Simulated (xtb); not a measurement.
H9NSi3, charge +1, doublet, from a rough starting geometry (a state made from the parent by changing its charge; the spin is typed, not shown lowest); GFN2-xTB in xtb.

Here is a job for xtb.
```
$ xtb mol.xyz --gfn 2 --chrg 1 --uhf 1 --opt vtight --json

# file mol.xyz
13

Si     0.29933396     1.69896255     0.43779906
N     -0.06566135     0.08391706    -0.15531206
Si    -1.64350397    -0.54440100    -0.40826149
Si     1.34054915    -1.12132190    -0.07087188
H     -0.68412370     2.53306060    -0.19901201
H      0.11238151     1.67326890     1.91335764
H      1.64681787     2.00193891     0.12784092
H     -2.33316208     0.61787934    -1.00112364
H     -1.49549653    -1.63254797    -1.44073086
H     -2.26573127    -0.95038739     0.79837363
H      1.34760968    -1.74000684     1.28661370
H      1.09723247    -2.15126944    -1.02772977
H      2.52092030    -0.51772309    -0.34022234
```

What the program printed (banner, timings and long lists left out):

```
   ID    Z sym.   atoms
    1   14 Si     1, 3, 4
    2    7 N      2
    3    1 H      5-13

           -------------------------------------------------
          |                Calculation Setup                |
           -------------------------------------------------

           -------------------------------------------------
          |                 G F N 2 - x T B                 |
           -------------------------------------------------

          ...................................................
          :                      SETUP                      :
          :.................................................:
          :  # basis functions                  43          :
          :  # atomic orbitals                  40          :
          :  # shells                           20          :
          :  # electrons                        25          :
          :  max. iterations                   250          :
          :  Hamiltonian                  GFN2-xTB          :
          :  restarted?                      false          :
          :  GBSA solvation                  false          :
          :  PC potential                    false          :
          :  electronic temp.          300.0000000     K    :
          :  accuracy                    1.0000000          :
          :  -> integral cutoff          0.2500000E+02      :
          :  -> integral neglect         0.1000000E-07      :
          :  -> SCF convergence          0.1000000E-05 Eh   :
          :  -> wf. convergence          0.1000000E-03 e    :
          :  Broyden damping             0.4000000          :
          :  net charge                          1          :
          :  unpaired electrons                  1          :
          ...................................................

 iter      E             dE          RMSdq      gap      omega  full diag
   1    -12.2553511 -0.122554E+02  0.761E+00    5.45       0.0  T
   2    -12.3808985 -0.125547E+00  0.553E+00    5.11       1.0  T
   3    -12.3714302  0.946824E-02  0.296E+00    4.50       1.0  T
   4    -12.4005146 -0.290844E-01  0.217E+00    5.07       1.0  T
   5    -12.4176597 -0.171451E-01  0.652E-01    4.98       1.0  T
   6    -12.4173467  0.312995E-03  0.238E-01    5.05       1.0  T
   7    -12.4177856 -0.438965E-03  0.170E-01    5.01       1.0  T
   8    -12.4179098 -0.124166E-03  0.904E-02    5.01       1.0  T
   9    -12.4179137 -0.391682E-05  0.383E-02    5.02       1.0  T
  10    -12.4179151 -0.137869E-05  0.282E-02    5.02       1.0  T
  11    -12.4179261 -0.110466E-04  0.133E-02    5.01       2.1  T
  12    -12.4179265 -0.371204E-06  0.648E-03    5.01       4.3  T
  13    -12.4179266 -0.890440E-07  0.287E-03    5.01       9.7  T
  14    -12.4179266 -0.236644E-07  0.116E-03    5.01      24.0  T
  15    -12.4179266 -0.306899E-08  0.269E-04    5.01     103.0  T
  16    -12.4179266 -0.758806E-10  0.164E-04    5.01     169.2  T

   *** convergence criteria satisfied after 16 iterations ***

         :::::::::::::::::::::::::::::::::::::::::::::::::::::
         ::                     SUMMARY                     ::
         :::::::::::::::::::::::::::::::::::::::::::::::::::::
         :: total energy             -12.279645424128 Eh    ::
         :: gradient norm              0.112462229497 Eh/a0 ::
         :: HOMO-LUMO gap              5.014911176726 eV    ::
         ::.................................................::
         :: SCC energy               -12.417905882763 Eh    ::
         :: -> isotropic ES            0.126506608130 Eh    ::
         :: -> anisotropic ES         -0.004398404078 Eh    ::
         :: -> anisotropic XC          0.003208006423 Eh    ::
         :: -> dispersion             -0.008457519829 Eh    ::
         :: repulsion energy           0.138260458635 Eh    ::
         :: add. restraining           0.000000000000 Eh    ::
         :: total charge               1.000000000000 e     ::
[...]
 * total energy  :   -12.2983203 Eh     change       -0.6443350E-04 Eh
 * total energy  :   -12.2983637 Eh     change       -0.4338541E-04 Eh
 * total energy  :   -12.2983988 Eh     change       -0.3505699E-04 Eh
 * total energy  :   -12.2984321 Eh     change       -0.3333571E-04 Eh
 * total energy  :   -12.2984807 Eh     change       -0.4857592E-04 Eh
 * total energy  :   -12.2985225 Eh     change       -0.4178023E-04 Eh
 * total energy  :   -12.2985608 Eh     change       -0.3837090E-04 Eh
 * total energy  :   -12.2985909 Eh     change       -0.3011837E-04 Eh
 * total energy  :   -12.2986089 Eh     change       -0.1798646E-04 Eh
 * total energy  :   -12.2986146 Eh     change       -0.5635703E-05 Eh
 * total energy  :   -12.2986149 Eh     change       -0.3359761E-06 Eh
 * total energy  :   -12.2986150 Eh     change       -0.9570026E-07 Eh
   *** GEOMETRY OPTIMIZATION CONVERGED AFTER 35 ITERATIONS ***
         :: total energy             -12.298615003146 Eh    ::
[...]
        17                         -0.3523858              -9.5889
        18                         -0.3523704              -9.5885
        19                         -0.3436441              -9.3510
        20                         -0.3344817              -9.1017
        21                         -0.3329464              -9.0599
        22                         -0.3329266              -9.0594
        23                         -0.2587299              -7.0404
        24                         -0.2587239              -7.0402
       ...                                ...                  ...
        40                          0.7495311              20.3958
      -------------------------------------------------------------
                  HL-Gap            0.1763054 Eh            4.7975 eV
             Fermi-level           -0.5294017 Eh          -14.4058 eV

     #   Z          covCN         q      C6AA      α(0)
     1  14 Si       3.813     0.523    96.272    18.771
     2   7 N        2.453    -0.451    31.935     8.392
     3  14 Si       3.813     0.523    96.272    18.771
     4  14 Si       3.813     0.523    96.272    18.771
     5   1 H        0.920    -0.033     3.703     3.010
     6   1 H        0.918    -0.003     3.119     2.762
     7   1 H        0.917    -0.002     3.102     2.755
     8   1 H        0.917    -0.003     3.109     2.758
     9   1 H        0.920    -0.033     3.703     3.010
    10   1 H        0.917    -0.003     3.113     2.759
    11   1 H        0.917    -0.002     3.102     2.754
    12   1 H        0.917    -0.003     3.120     2.762
    13   1 H        0.920    -0.033     3.703     3.010

 Mol. C6AA /au·bohr⁶  :       2611.032718
 Mol. C8AA /au·bohr⁸  :     109289.498569
 Mol. α(0) /au        :         90.283735

Wiberg/Mayer (AO) data.
largest (>0.10) Wiberg bond orders for each atom

 ---------------------------------------------------------------------------
     #   Z sym  total        # sym  WBO       # sym  WBO       # sym  WBO
 ---------------------------------------------------------------------------
     1  14 Si   3.536 --     2 N    0.936     5 H    0.897     6 H    0.829
                             7 H    0.826
     2   7 N    3.279 --     1 Si   0.936     4 Si   0.936     3 Si   0.936
     3  14 Si   3.536 --     2 N    0.936     9 H    0.897    10 H    0.828
                             8 H    0.828
     4  14 Si   3.536 --     2 N    0.936    13 H    0.897    12 H    0.829
                            11 H    0.826
     5   1 H    0.999 --     1 Si   0.897
     6   1 H    0.996 --     1 Si   0.829
     7   1 H    0.996 --     1 Si   0.826
     8   1 H    0.996 --     3 Si   0.828
     9   1 H    0.999 --     3 Si   0.897
    10   1 H    0.996 --     3 Si   0.828
    11   1 H    0.996 --     4 Si   0.826
    12   1 H    0.996 --     4 Si   0.829
    13   1 H    0.999 --     4 Si   0.897
 ---------------------------------------------------------------------------

Topologies differ in total number of bonds
Writing topology from bond orders to xtbtopo.mol

molecular dipole:
                 x           y           z       tot (Debye)
 q only:       -0.018      -0.007      -0.012
   full:       -0.018      -0.007      -0.012       0.057
molecular quadrupole (traceless):
                xx          xy          yy          xz          yz          zz
 q only:        3.386      -0.501       3.153       2.029       2.550      -6.539
  q+dip:        2.362      -0.351       2.201       1.419       1.777      -4.563
   full:        3.297      -0.488       3.075       1.979       2.474      -6.372

optimized geometry written to: xtbopt.xyz

           -------------------------------------------------
          | TOTAL ENERGY              -12.298615003146 Eh   |
          | GRADIENT NORM               0.000086250005 Eh/α |
          | HOMO-LUMO GAP               4.797513485575 eV   |
           -------------------------------------------------
```
